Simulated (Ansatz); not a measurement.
One change: `NB(S)[SiH2]Br` becomes `NB(S)O[SiH3]`.

Ansatz, PBE0-D4/def2-TZVP geometries, multiplicity 1. Each molecule was computed in one conformer, which needn't be the lowest.

Scalar relativity is left out up to krypton. Spin–orbit coupling is left out; it splits and shifts lone-pair levels of the heavy atoms by tenths of an eV.

| property | `NB(S)[SiH2]Br` |
| --- | --- |
| LUMO energy (ωB97M-V/def2-TZVPP) / eV | 1.30 |
| HOMO energy (PBE0/def2-TZVPP) / eV | -7.55 |
| size of the dipole moment (PBE/def2-TZVPP) / D | 1.37 |
| HOMO energy (PBE/def2-TZVPP) / eV | -6.33 |
| size of the dipole moment (B3LYP/def2-TZVPP) / D | 1.31 |
| HOMO energy (ωB97M-V/def2-TZVPP) / eV | -9.74 |

(1) Give the same properties after the change, and the shifts. (Estimate.)

## Answers

(1) Computed: 
| property | `NB(S)O[SiH3]` | shift |
| --- | --- | --- |
| LUMO energy (ωB97M-V/def2-TZVPP) / eV | 1.64 | 0.34 |
| HOMO energy (PBE0/def2-TZVPP) / eV | -7.22 | 0.33 |
| size of the dipole moment (PBE/def2-TZVPP) / D | 2.10 | 0.73 |
| HOMO energy (PBE/def2-TZVPP) / eV | -5.95 | 0.38 |
| size of the dipole moment (B3LYP/def2-TZVPP) / D | 2.03 | 0.72 |
| HOMO energy (ωB97M-V/def2-TZVPP) / eV | -9.44 | 0.30 |

With PBE0 the HOMO rises by 0.33 eV and the LUMO rises by 0.67 eV, so the gap widens by about 0.34 eV. PBE moves the HOMO by 0.38 eV and ωB97M-V by 0.30 eV. Dipoles are sizes alone; their direction can turn.

Positive LUMOs are unbound, so they and the gaps depend on the basis.

B3LYP here is the variant with VWN-RPA as its local correlation; programs differ in this.
